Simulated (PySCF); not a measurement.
A GIAO shielding run with PySCF 2.14 (density fitting, non-relativistic, gas phase) on SMILES C=C(C)[SiH2]CN(C)[SiH3], C$_{5}$H$_{15}$NSi$_{2}$:

```
$ OMP_NUM_THREADS=1 python probes_run.py task.json out

{"job": {"kind": "nmr", "xc": "PBE0", "basis": "pcSseg-1"}, "charge": 0, "multiplicity": 1}
C      2.002733     1.609622    -0.704477
C      1.832649     0.544277     0.068732
C      2.669196    -0.686958    -0.119571
Si     0.549817     0.506031     1.458721
C     -0.839198    -0.781887     1.137818
N     -1.664921    -0.578661    -0.033018
C     -0.994583    -0.902550    -1.264440
Si    -2.995500     0.505088    -0.004182
H      1.413300     2.502413    -0.578405
H      2.733421     1.634817    -1.500105
H      3.239800    -0.890731     0.785760
H      2.035075    -1.552132    -0.308137
H      3.361320    -0.573373    -0.952166
H     -0.046815     1.836024     1.607416
H      1.211536     0.083694     2.702403
H     -1.497350    -0.779308     2.008967
H     -0.405813    -1.788589     1.079358
H     -0.149573    -0.234637    -1.466895
H     -1.697054    -0.829496    -2.091163
H     -0.614813    -1.928858    -1.220402
H     -3.818621     0.129564    -1.154259
H     -3.663614     0.263461     1.274584
H     -2.665745     1.939174    -0.102639
```

Hardware: 1 thread of an Intel Xeon, shared host. The job also computes population analyses, field gradients.

Task: How large is the calculation?

Result: 80 electrons, 225 basis functions and 1207 auxiliary functions.

Task: How long does it take, and how much memory does it need?

Result: 2.7 min of wall time, with 14 SCF cycles and 5 response iterations; peak memory 0.96 GiB. Times on a shared host scatter by some tens of per cent.
